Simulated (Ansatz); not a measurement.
This geometry of C₂H₁₀OSi₂ (15 atoms, charge 0, multiplicity 1) is a first-order saddle point.

All numbers below come from RKS LDA/def2-SVP (Ansatz 0.2.0).

```xyz
15
Properties=species:S:1:pos:R:3
C -0.982 -0.374 1.195
C 0.254 0.092 0.432
Si 1.450 -1.318 0.107
Si -0.266 0.919 -1.158
O -1.460 2.035 -0.817
H -1.700 0.463 1.350
H -0.730 -0.799 2.193
H -1.528 -1.166 0.632
H 0.815 0.859 1.019
H 2.669 -0.848 -0.648
H 0.765 -2.389 -0.705
H 1.899 -1.935 1.409
H 0.911 1.595 -1.826
H -0.830 -0.139 -2.074
H -1.288 2.954 -1.081
```

Which two structures does it join? (They come from a converged band through this point; their orientation in space is the band's.)

No bond is made or broken. The dihedral H13–Si4–O5–H15 goes from -50 to 70°.

Image 0:

```xyz
15
Properties=species:S:1:pos:R:3
C -0.989 -0.344 1.175
C 0.240 0.111 0.396
Si 1.448 -1.299 0.114
Si -0.271 0.887 -1.229
O -1.466 2.031 -1.008
H -1.730 0.480 1.280
H -0.736 -0.711 2.194
H -1.513 -1.174 0.649
H 0.806 0.892 0.961
H 2.677 -0.832 -0.624
H 0.784 -2.385 -0.697
H 1.875 -1.895 1.433
H 0.945 1.478 -1.908
H -0.901 -0.161 -2.104
H -1.191 2.872 -0.601
```

Image 8:

```xyz
15
Properties=species:S:1:pos:R:3
C -0.961 -0.337 1.208
C 0.283 0.106 0.446
Si 1.447 -1.330 0.117
Si -0.187 0.974 -1.132
O -1.315 2.117 -0.679
H -1.661 0.514 1.359
H -0.715 -0.764 2.205
H -1.520 -1.121 0.647
H 0.865 0.854 1.038
H 2.666 -0.890 -0.656
H 0.732 -2.395 -0.677
H 1.898 -1.942 1.421
H 1.030 1.603 -1.771
H -0.786 -0.016 -2.110
H -1.797 2.575 -1.388
```

How far does it lie above each of them?

1.4 kJ/mol above the first and 3.0 kJ/mol above the second. This is the barrier of this one path; another mechanism may lie lower.

Time of the run: 49 s on 2 threads of Intel(R) Xeon(R) 6975P-C (Granite Rapids), with other jobs on the host, peak memory 0.19 GiB.
